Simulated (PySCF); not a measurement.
Vertical excitations of a molecule C6H10 from TDA-PBE/def2-SVPD (PySCF), as energy in eV (oscillator strength): 5.86 (0.010), 6.23 (0.048), 6.70 (0.083), 6.87 (0.020), 6.89 (0.002), 6.97 (0.004), 7.31 (0.139), 7.39 (0.097), 7.43 (0.064), 7.52 (0.011). Lowest triplet (TDA): 4.29 eV. Coordinates come from a PBE0-D3(BJ)/def2-SVP optimisation. Other conformers were not sampled.

Pick the molecule that these values belong to.
(A) CC1=C[C@@H](C)C1
(B) C=C=C(C)CC
(C) CC=C=C(C)C
(D) CCC#CCC

A, CC1=C[C@@H](C)C1
